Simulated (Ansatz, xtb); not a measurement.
C5H9Br: which of two isomers lies lower

We compare I, `CC1(Br)CCC1`, a singlet, with II, `C[C@@H]1CC[C@H]1Br`, a singlet. Both are isolated molecules in the gas phase, relaxed with B3LYP/def2-SVP.

Energies in hartree; the thermal terms are from GFN2-xTB frequencies at re-optimised GFN2-xTB minima (ideal gas, soft modes damped towards free rotors, one conformer each, 298.15 K, 1 atm) and include the zero-point energy:

|  | I | II |
| --- | --- | --- |
| E, CCSD(T)/def2-SVP | −2767.544490 | −2767.544284 |
| E, MP2/def2-SVP | −2767.456264 | −2767.455806 |
| E, MP2/def2-TZVPP | −2768.179638 | −2768.178890 |
| zero-point energy | 0.127299 | 0.127554 |
| H(298 K) − E | 0.134983 | 0.135260 |
| G(298 K) − E | 0.095704 | 0.095546 |

Task: Correct the CCSD(T) difference for the basis set by the MP2 change, then work out ΔE, ΔE₀, ΔH and ΔG for I → II in kJ/mol (1 Eh = 2625.50 kJ/mol) and the equilibrium ratio [II]/[I].

Result: 1. Differences II − I: CCSD(T) +0.000206, MP2 in the small set +0.000458, MP2 in the large set +0.000748 Eh.
2. ΔE = +0.000206 + (+0.000748 − (+0.000458)) = +0.000496 Eh = +1.30 kJ/mol.
3. ΔE₀ = ΔE + ΔZPE = +0.000496 + (+0.000255) Eh = +1.97 kJ/mol.
4. ΔH = ΔE + (+0.000277) Eh = +2.03 kJ/mol.
5. ΔG = ΔE + (−0.000158) Eh = +0.89 kJ/mol, so ΔS = (ΔH − ΔG)/T = +3.8 J/(mol K).
6. kT = 0.9442 mEh, so K = [II]/[I] = exp(−ΔG/kT) = exp(−0.36) ≈ 0.7.

The two are too close for this level to say which is favoured. An error of 4 kJ/mol in ΔG would change K by a factor of 5. Mirror images and further conformers aren't counted.

As drawn, both hold the same kinds of bond in the same numbers.

Other levels gave ΔE = +2.0 (GFN2-xTB); −6.9 (HF/STO-3G, GFN2-xTB geometries); +2.2 (r2SCAN-D4/def2-SVP, GFN2-xTB geometries); −3.8 (B3LYP/def2-SVP); −4.5 (HF/def2-SVP); +1.2 (MP2/def2-SVP); +0.5 (CCSD(T)/def2-SVP) kJ/mol. The correlated steps freeze 14 core orbitals; the filled d shell of Br is correlated, in a basis made for valence electrons. Programs: Ansatz 0.2.0, xtb 6.7.1.
